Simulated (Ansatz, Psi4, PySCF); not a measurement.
C$_{3}$H$_{5}$O (SMILES [CH2-]C(C)=O), charge -1, singlet, geometry from GFN2-xTB. Base run: WB97M-V/cc-pVDZ in PySCF.

Input for PySCF:
```python
from pyscf import gto, scf, dft

mol = gto.Mole()
mol.atom = '''
    O    -0.67653394    0.12080852    1.21849510
    C    -0.06126888    0.12894007    0.10847307
    C     0.32612189    1.21183915   -0.61146032
    C     0.29018244   -1.25671085   -0.49963221
    H     0.90307626   -1.82217287    0.20553908
    H     0.12514782    2.21732524   -0.26908379
    H     0.85011731    1.12295012   -1.55489426
    H     0.83013761   -1.16372880   -1.44247163
    H    -0.62642017   -1.82525203   -0.67133345
'''
mol.basis = 'cc-pvdz'
mol.charge = -1
mol.verbose = 4
mol.build()

mf = dft.RKS(mol)
mf.xc = 'wb97m_v'
mf.kernel()
```

The same geometry, method and basis name were run in Ansatz (an electronic-structure program) and Psi4 and PySCF, at each program's defaults and at the settings that a row names. The base is PySCF at its defaults. Differences at the defaults can come from grids, fitting, cores and function types together.

```
code and settings                                                                             ΔE vs base (µEh)  basis functions      E (Eh)  SCF cycles                outcome
--------------------------------------------------------------------------------------------  ----------------  ---------------  ----------  ----------  ---------------------
PySCF, defaults (exact integrals, its default grid, spherical functions)                                   0.0               81  -192.45252          11              converged
Psi4, defaults (density fitting with its default set, its default grid, spherical functions)             -95.7               81  -192.45261           9              converged
Ansatz, defaults (factorised integrals, its default grid, spherical functions)                             6.3               81  -192.45251           -              converged
PySCF, density fitting with def2-universal-jkfit                                                         -60.0               81  -192.45258          11              converged
PySCF, fine grid                                                                                             -                -           -           -  cut at the time limit
Psi4, exact integrals, spherical functions, fine grid                                                      5.2               81  -192.45251          12              converged
```
